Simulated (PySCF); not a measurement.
Geometry:
```json
{"atom": "F1", "x (Å)": "3.742", "y (Å)": "0.369", "z (Å)": "1.834"}
{"atom": "C2", "x (Å)": "3.584", "y (Å)": "-0.131", "z (Å)": "0.607"}
{"atom": "F3", "x (Å)": "4.763", "y (Å)": "-0.393", "z (Å)": "0.049"}
{"atom": "C4", "x (Å)": "2.384", "y (Å)": "-0.324", "z (Å)": "0.044"}
{"atom": "F5", "x (Å)": "2.366", "y (Å)": "-0.835", "z (Å)": "-1.208"}
{"atom": "C6", "x (Å)": "1.120", "y (Å)": "-0.040", "z (Å)": "0.661"}
{"atom": "C7", "x (Å)": "-0.061", "y (Å)": "-0.272", "z (Å)": "0.059"}
{"atom": "C8", "x (Å)": "-1.345", "y (Å)": "0.039", "z (Å)": "0.626"}
{"atom": "C9", "x (Å)": "-2.601", "y (Å)": "-0.656", "z (Å)": "0.086"}
{"atom": "Si10", "x (Å)": "-2.555", "y (Å)": "1.154", "z (Å)": "-0.394"}
{"atom": "H11", "x (Å)": "1.173", "y (Å)": "0.377", "z (Å)": "1.656"}
{"atom": "H12", "x (Å)": "-0.062", "y (Å)": "-0.691", "z (Å)": "-0.939"}
{"atom": "H13", "x (Å)": "-1.329", "y (Å)": "0.220", "z (Å)": "1.694"}
{"atom": "H14", "x (Å)": "-3.291", "y (Å)": "-1.009", "z (Å)": "0.839"}
{"atom": "H15", "x (Å)": "-2.416", "y (Å)": "-1.411", "z (Å)": "-0.666"}
{"atom": "H16", "x (Å)": "-2.145", "y (Å)": "1.509", "z (Å)": "-1.737"}
{"atom": "H17", "x (Å)": "-3.332", "y (Å)": "2.106", "z (Å)": "0.376"}
```

Theory: shieldings: GIAO PBE0/pcSseg-1, GFN2-xTB geometry, in PySCF 2.14.0 with density-fitted response routines (in vacuum, one computed conformer, non-relativistic Hamiltonian).

Referencing at the same level of theory: TMS for 13C (186.93 ppm).

**Question.** Do the 13C shifts follow the atomic charges (in e)? Tabulate both.

**Answer.** 
| atoms | hybridisation | δ (ppm) | σ para (ppm) | Hirshfeld | IAO | Mulliken | ESP-fitted |
| --- | --- | --- | --- | --- | --- | --- | --- |
| C2 | sp2 | 167.4 | -232 | +0.14 | +0.49 | +0.55 | +0.31 |
| C7 | sp2 | 143.7 | -211 | -0.04 | -0.12 | -0.02 | +0.04 |
| C4 | sp2 | 139.6 | -200 | +0.04 | +0.20 | +0.17 | +0.13 |
| C6 | sp2 | 114.8 | -185 | -0.09 | -0.22 | -0.20 | -0.43 |
| C8 | sp3 | 20.2 | -85 | -0.10 | -0.33 | -0.43 | -0.22 |
| C9 | sp3 | 6.0 | -73 | -0.16 | -0.52 | -0.38 | -0.46 |

Correlation coefficients of δ with charge over these carbons: Hirshfeld +0.82, IAO +0.85, Mulliken +0.86, ESP-fitted +0.76; with the paramagnetic shielding -1.00. Among the 4 sp2 carbons alone: Hirshfeld +0.90, IAO +0.86, Mulliken +0.93, ESP-fitted +0.95. With so few points, grouped by hybridisation, these coefficients are fragile. Charge is one influence among several: hybridisation and low-lying excitations act through the paramagnetic term.

Shifts are as computed. Against solution values, carbons near 30 ppm lie about +3 ppm off and those near 130 ppm about +5 ppm. Of 1211 compounds with measured shifts, 218 miss one by over three times the rms of a fit or turn the order of signals round; such compounds aren't used in these exercises.
